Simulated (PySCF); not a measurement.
Compound: CF3COOSiMe3, C5H9F3O2Si.
SMILES with atom numbers: `[CH3:1][Si:2]([CH3:3])([CH3:4])[O:5][C:6](=[O:7])[C:8]([F:9])([F:10])[F:11]` (hydrogens: H12, H13, H14 on C1; H15, H16, H17 on C3; H18, H19, H20 on C4)

A GFN2-xTB structure with every atom displaced at random (by about 0.01 Å) was refined with PBE0-D3(BJ)/def2-SVP geometry optimisation, gas phase (PySCF). Values at the start:

```tsv
coordinate	start
C1–Si2	1.910 Å
C1–H12	1.073 Å
Si2–O5	1.727 Å
O5–C6	1.280 Å
C6=O7	1.194 Å
C6–C8	1.575 Å
C8–F9	1.304 Å
C8–F10	1.339 Å
C1–Si2–C3	113.8°
C1–Si2–O5	106.0°
Si2–O5–C6	124.5°
C4–Si2–O5	98.3°
O5–C6–O7	128.6°
C6–C8–F9	113.3°
O7–C6–C8	120.5°
F10–C8–F11	106.3°
Si2–O5–C6–O7	-1°
```

How do these coordinates change at the PBE0-D3(BJ)/def2-SVP level?

| coordinate | PBE0-D3(BJ)/def2-SVP (Å or °) | change |
| --- | --- | --- |
| C1–Si2 | 1.864 | -0.046 |
| C6–C8 | 1.542 | -0.033 |
| O5–C6 | 1.311 | +0.031 |
| C1–H12 | 1.100 | +0.027 |
| Si2–O5 | 1.747 | +0.020 |
| C8–F9 | 1.321 | +0.017 |
| C8–F10 | 1.332 | -0.007 |
| C6=O7 | 1.200 | +0.006 |
| C4–Si2–O5 | 101.7 | +3.4 |
| C6–C8–F9 | 110.9 | -2.4 |
| F10–C8–F11 | 108.2 | +1.9 |
| O7–C6–C8 | 122.4 | +1.9 |
| C1–Si2–O5 | 107.7 | +1.7 |
| O5–C6–O7 | 127.0 | -1.6 |
| C1–Si2–C3 | 112.6 | -1.2 |
| Si2–O5–C6 | 123.8 | -0.7 |
| Si2–O5–C6–O7 | 0 | +1 |

The energy falls by 6.2 kcal/mol over 10 energy and gradient evaluations, the largest force component goes from 0.0431 to 4.4e-04 Eh/bohr, and the atoms move by 0.065 Å rms after alignment. The bond that changes most is C1–Si2 (Si-methyl carbon to oxygen-bound silicon), which shortens by 0.046 Å. Bonds longer at the end by more than 0.005 Å: 11 of 19; shorter: 8. Rotational constants go from 1627, 539.1, 511.7 to 1678, 535.2, 508.5 MHz.

The run used 203 basis functions and 67 SCF cycles in all. Hardware: Arm Neoverse N1, one thread, no GPU, shared host with 32 logical CPUs at a one-minute load of 25. Cost: 6.3 min wall, 0.90 GiB resident at most.

No frequency check. The numbers are those of one conformer.

Shape of the structure used: `[CH3:1][Si:2]([CH3:3])([CH3:4])[O:5][C:6](=[O:7])[C:8]([F:9])([F:10])[F:11]`: C1–Si2–O5–C6 61°, Si2–O5–C6–O7 0°, O5–C6–C8–F9 180°.
